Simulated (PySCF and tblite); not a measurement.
Results of a calculation; reference values are marked as such.
C8H8F2, numbered as in [CH3:1][C:2]([F:3])([F:4])[c:5]1[cH:6][cH:7][cH:8][cH:9][cH:10]1.

Level: TPSS-D3(BJ)/def2-SVP (IEF-PCM, acetone)//PBE0-D3(BJ)/def2-SVP, thermal terms from GFN2-xTB, symmetry numbers and mirror pairs counted. Conformers within 3 kcal/mol (GFN2-xTB free energy) were kept, 4 at most. GIAO shieldings: PBE0/pcSseg-1 (IEF-PCM, acetone). Shifts are against TMS (¹H), TMS (¹³C), CFCl3 (¹⁹F) at the same level. (PySCF 2.14, tblite 0.8.)

What shifts does this protocol give at 298.15 K under fast conformational exchange?

¹H: 7.82 (H6/H10, 2H), 7.79 (H7/H9, 2H), 7.78 (H8, 1H), 1.84 (H1, 3H) ppm. ¹³C: 145.9 (C5), 137.1 (C8), 135.5 (C7/C9), 131.8 (C6/C10), 126.0 (C2), 29.9 (C1) ppm. ¹⁹F: -112.5 (F3/F4) ppm.

How do the conformers differ?

Torsions listed: F3–C2–C5–C6.
```csv
conformer,shape,weight %
1,147°,84.7
2,55°,15.3
```

| signal | 1 | 2 | average |
| --- | --- | --- | --- |
| H1 | 1.79 | 2.12 | 1.84 |
| H6/H10 | 7.80 | 7.95 | 7.82 |
| H7/H9 | 7.79 | 7.81 | 7.79 |
| H8 | 7.77 | 7.82 | 7.78 |
| C1 | 31.1 | 23.3 | 29.9 |
| C2 | 126.3 | 124.1 | 126.0 |
| C5 | 146.2 | 144.1 | 145.9 |
| C6/C10 | 131.6 | 133.1 | 131.8 |
| C7/C9 | 135.5 | 135.5 | 135.5 |
| C8 | 136.9 | 138.1 | 137.1 |
| F3/F4 | -115.6 | -95.5 | -112.5 |

Which signal moves most, for its nucleus, between 250 and 373.15 K through the change of populations alone?

C1: 30.2 ppm at 250 K, 30.1 ppm at 273.15 K, 29.9 ppm at 298.15 K, 29.8 ppm at 323.15 K, 29.6 ppm at 373.15 K.

Unscaled ¹⁹F shifts at such levels can be off by tens of ppm; differences between conformers or isomers are more reliable. Shifts are unscaled: against experiment ¹³C can be off by 15 ppm or more and ¹H by 0.8 ppm.
